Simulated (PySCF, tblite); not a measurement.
Isomers of C3H8NOSi2 (doublet state), one GFN2-xTB conformer each. Single-point energies are computed at B3LYP/pcH-1 (PySCF, gas phase, no added dispersion term), electronic only. GFN2-xTB treats the open shell by occupation alone, and not every SCF solution was tested for stability.

```csv
SMILES,GFN2-xTB relative energy (kJ/mol)
O=C[N][SiH]1C[SiH2]C1,266.8
O=CN[Si]1C[SiH2]C1,242.0
C=N[Si@H]1CC[SiH]O1,28.9
C=N[Si]1CC[SiH2]O1,0.0
O=[C]N[SiH]1C[SiH2]C1,277.1
C=N[Si@H]1C[CH][SiH2]O1,52.1
O=CN[SiH]1C[SiH]C1,247.7
```

Conformers: `[O:1]=[CH:2][N:3][SiH:4]1[CH2:5][SiH2:6][CH2:7]1` (doublet state) with O1–C2–N3–Si4 36°, C2–N3–Si4–C5 166°; `[O:1]=[CH:2][NH:3][Si:4]1[CH2:5][SiH2:6][CH2:7]1` (doublet state) with O1–C2–N3–Si4 0°, C2–N3–Si4–C5 -79°; `[CH2:1]=[N:2][Si@H:3]1[CH2:4][CH2:5][SiH:6][O:7]1` (doublet state) with C1–N2–Si3–C4 122°, N2–Si3–C4–C5 90°, Si3–C4–C5–Si6 29°, C4–C5–Si6–O7 -25°, C5–Si6–O7–Si3 11°; `[CH2:1]=[N:2][Si:3]1[CH2:4][CH2:5][SiH2:6][O:7]1` (doublet state) with C1–N2–Si3–C4 169°, N2–Si3–C4–C5 -130°, Si3–C4–C5–Si6 -28°, C4–C5–Si6–O7 22°, C5–Si6–O7–Si3 -6°; `[O:1]=[C:2][NH:3][SiH:4]1[CH2:5][SiH2:6][CH2:7]1` (doublet state) with O1–C2–N3–Si4 -2°, C2–N3–Si4–C5 -82°; `[CH2:1]=[N:2][Si@H:3]1[CH2:4][CH:5][SiH2:6][O:7]1` (doublet state) with C1–N2–Si3–C4 -110°; `[O:1]=[CH:2][NH:3][SiH:4]1[CH2:5][SiH:6][CH2:7]1` (doublet state) with O1–C2–N3–Si4 0°, C2–N3–Si4–C5 49°, N3–Si4–C5–Si6 -98°, Si4–C5–Si6–C7 -12°, C5–Si6–C7–Si4 12°, N3–Si4–C7–Si6 98°.

Q: What does B3LYP/pcH-1 give for the same structures?

A: 
| SMILES | B3LYP/pcH-1 E (Eh) | B3LYP/pcH-1 (kJ/mol) | GFN2-xTB (kJ/mol) | point group |
| --- | --- | --- | --- | --- |
| C=N[Si@H]1CC[SiH]O1 | -828.16593 | 0.0 | 28.9 | C1 |
| C=N[Si@H]1C[CH][SiH2]O1 | -828.16123 | 12.4 | 52.1 | C1 |
| C=N[Si]1CC[SiH2]O1 | -828.15899 | 18.2 | 0.0 | C1 |
| O=CN[Si]1C[SiH2]C1 | -828.13502 | 81.2 | 242.0 | C1 |
| O=CN[SiH]1C[SiH]C1 | -828.13401 | 83.8 | 247.7 | Cs |
| O=[C]N[SiH]1C[SiH2]C1 | -828.12799 | 99.6 | 277.1 | C1 |
| O=C[N][SiH]1C[SiH2]C1 | -828.08728 | 206.5 | 266.8 | C1 |

GFN2-xTB puts C=N[Si]1CC[SiH2]O1 lowest instead; measured from each level's own lowest isomer, the values differ by up to 177.5 kJ/mol (O=[C]N[SiH]1C[SiH2]C1: 277.1 against 99.6). As drawn, the lowest has an Si–O bond, which the highest lacks; the highest has a four-membered ring, which the lowest lacks. Neighbours under 21 kJ/mol apart (C=N[Si@H]1CC[SiH]O1 and C=N[Si@H]1C[CH][SiH2]O1; C=N[Si@H]1C[CH][SiH2]O1 and C=N[Si]1CC[SiH2]O1; O=CN[Si]1C[SiH2]C1 and O=CN[SiH]1C[SiH]C1; O=CN[SiH]1C[SiH]C1 and O=[C]N[SiH]1C[SiH2]C1) can change places with a better method, another conformer or zero-point energy.

Q: What happens when harmonic zero-point energies from GFN2-xTB frequencies are added?

A: 
```json
{"SMILES": "C=N[Si@H]1CC[SiH]O1", "ZPE (kJ/mol)": "277.0", "electronic (kJ/mol)": "0.0", "with ZPE (kJ/mol)": "2.8"}
{"SMILES": "C=N[Si@H]1C[CH][SiH2]O1", "ZPE (kJ/mol)": "261.8", "electronic (kJ/mol)": "12.4", "with ZPE (kJ/mol)": "0.0"}
{"SMILES": "C=N[Si]1CC[SiH2]O1", "ZPE (kJ/mol)": "276.2", "electronic (kJ/mol)": "18.2", "with ZPE (kJ/mol)": "20.2"}
{"SMILES": "O=CN[Si]1C[SiH2]C1", "ZPE (kJ/mol)": "273.0", "electronic (kJ/mol)": "81.2", "with ZPE (kJ/mol)": "80.0"}
{"SMILES": "O=CN[SiH]1C[SiH]C1", "ZPE (kJ/mol)": "273.4", "electronic (kJ/mol)": "83.8", "with ZPE (kJ/mol)": "83.1"}
{"SMILES": "O=[C]N[SiH]1C[SiH2]C1", "ZPE (kJ/mol)": "264.9", "electronic (kJ/mol)": "99.6", "with ZPE (kJ/mol)": "90.4"}
{"SMILES": "O=C[N][SiH]1C[SiH2]C1", "ZPE (kJ/mol)": "258.6", "electronic (kJ/mol)": "206.5", "with ZPE (kJ/mol)": "190.9"}
```

The zero-point energies span 18.4 kJ/mol. C=N[Si@H]1C[CH][SiH2]O1 becomes the lowest.
